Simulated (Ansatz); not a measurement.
GeH3Se (`[GeH2][SeH]`) radical. The species carries charge 0 and has multiplicity 2. The geometry is a stationary point of PBE0-D4/def2-TZVP.

```xyz
5

Ge   -0.493   -0.354    0.599
Se    0.902    1.304   -0.313
H    -0.495   -1.592   -0.334
H    -1.898    0.293    0.634
H     1.984    0.349   -0.587
```

**Question.** What is the dipole moment at PBE/def2-TZVPP? (Estimate.)

**Answer.** Computed: 0.63 D, with components (0.18, -0.60, 0.00) D in this frame, pointing from negative to positive charge.

**Question.** And with r2SCAN, B3LYP, ωB97M-V? (Best estimate.)

**Answer.** Computed: r2SCAN 0.75 D, B3LYP 0.72 D, ωB97M-V 0.89 D.

**Question.** Give the Mulliken charges with PBE, B3LYP, r2SCAN in def2-TZVPP. (Estimate.)

**Answer.** Ansatz gave: 
```json
{"atom": "Ge1", "PBE": "0.12", "B3LYP": "0.13", "r2SCAN": "0.15"}
{"atom": "Se2", "PBE": "-0.19", "B3LYP": "-0.19", "r2SCAN": "-0.22"}
{"atom": "H3", "PBE": "0.00", "B3LYP": "0.00", "r2SCAN": "0.00"}
{"atom": "H4", "PBE": "0.00", "B3LYP": "0.00", "r2SCAN": "-0.01"}
{"atom": "H5", "PBE": "0.07", "B3LYP": "0.06", "r2SCAN": "0.08"}
```

B3LYP here is the variant with VWN-RPA as its local correlation; programs differ in this.
